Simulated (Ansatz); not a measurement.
System: C3H11GeN, net charge 0, singlet state. 
Geometry from a B3LYP-D3(BJ)/def2-TZVP (Ansatz, an electronic-structure program) optimisation:
```xyz
16

C      1.8299     0.0606    -0.7027
Ge    -0.0005    -0.0012     0.0008
C     -1.1428    -1.0874    -1.1874
C     -0.7682     1.7919     0.2123
N      0.1376    -0.7033     1.7215
H      2.4618     0.6597    -0.0475
H      2.2499    -0.9441    -0.7662
H      1.8421     0.4992    -1.7012
H     -1.1966    -0.6422    -2.1825
H     -0.7412    -2.0970    -1.2830
H     -2.1545    -1.1553    -0.7853
H     -1.7664     1.7322     0.6482
H     -0.8473     2.2913    -0.7540
H     -0.1387     2.3926     0.8684
H     -0.7384    -0.7466     2.2267
H      0.5690    -1.6179     1.7662
```
Charge 0, spin multiplicity 1.

Basis-set convergence of Hartree-Fock and CCSD(T) correlation energies (hartree) with Ansatz. Cores are frozen in the correlated levels unless marked. Spin-orbit coupling is left out. The frozen core is the preceding noble-gas configuration, with the filled d and f shells of earlier blocks. Non-relativistic.

```json
[
 {"basis": "aug-cc-pVDZ", "functions": "227", "E(HF)": "-2249.84696", "E(corr, CCSD(T))": "-0.84448"},
 {"basis": "aug-cc-pVTZ", "functions": "496", "E(HF)": "…", "E(corr, CCSD(T))": "…"}
]
```

### Question
Fill in the missing entries.

### Answer

- aug-cc-pVTZ, E(HF): -2249.96887
- aug-cc-pVTZ, E(corr, CCSD(T)): -0.98905
